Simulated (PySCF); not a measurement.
Species: C5H9B2N.
SMILES: `B[BH2-][n+]1ccccc1`

Level: wB97X-D/def2-SVPD in PySCF, non-relativistic, on one gas-phase PBE0-D3(BJ)/def2-SVP geometry that isn't relaxed in the solvent. The solvent is an IEF-PCM continuum (cavity from Bondi-type radii × 1.2), and excitations are vertical TDDFT with non-equilibrium linear response and a frozen core. Only the electrostatic response of the medium enters.

Gas-phase singlets (H = HOMO, L = LUMO):

```json
{"state": "S1", "E (eV)": "4.206", "λ (nm)": "295", "f": "0.002", "leading configuration": "H→L+1 52%"}
{"state": "S2", "E (eV)": "4.224", "λ (nm)": "294", "f": "0.174", "leading configuration": "H→L 96%"}
{"state": "S3", "E (eV)": "4.905", "λ (nm)": "253", "f": "0.000", "leading configuration": "H→L+2 47%"}
{"state": "S4", "E (eV)": "5.550", "λ (nm)": "223", "f": "0.000", "leading configuration": "H-1→L 93%"}
{"state": "S5", "E (eV)": "5.774", "λ (nm)": "215", "f": "0.088", "leading configuration": "H-3→L 67%"}
```

Question: Give the list for dimethylsulfoxide (ε = 46.83), n² = 2.19.

Answer: 
```
state  E (eV)  λ (nm)      f  leading configuration  change by rank (eV)
   S1   4.228     293  0.001              H→L+1 62%               +0.022
   S2   4.873     254  0.225                H→L 97%               +0.649
   S3   5.276     235  0.028              H-1→L 53%               +0.371
   S4   5.934     209  0.000            H-3→L+1 49%               +0.384
   S5   5.995     207  0.146              H-1→L 38%               +0.221
```

Question: How do the frontier levels move from gas to dimethylsulfoxide?

Answer: 
```csv
orbital,gas (eV),solvent (eV),change (eV)
LUMO+2,1.53,1.24,-0.29
LUMO+1,0.27,0.54,+0.27
LUMO,-0.33,0.08,+0.41
HOMO,-8.28,-8.65,-0.37
HOMO-1,-9.95,-9.99,-0.04
HOMO-2,-10.15,-10.39,-0.24
HOMO-3,-10.44,-10.66,-0.22
```

The HOMO–LUMO gap goes from 7.95 to 8.73 eV. Rows go by rank; for HOMO-3, HOMO-2, HOMO-1, LUMO+1 and LUMO+2 the atom shares or the degeneracy differ between the runs, so the row needn't follow one orbital.

The values belong to the conformer `[BH2:1][BH2-:2][n+:3]1[cH:4][cH:5][cH:6][cH:7][cH:8]1`: B1–B2–N3–C4 -93°.
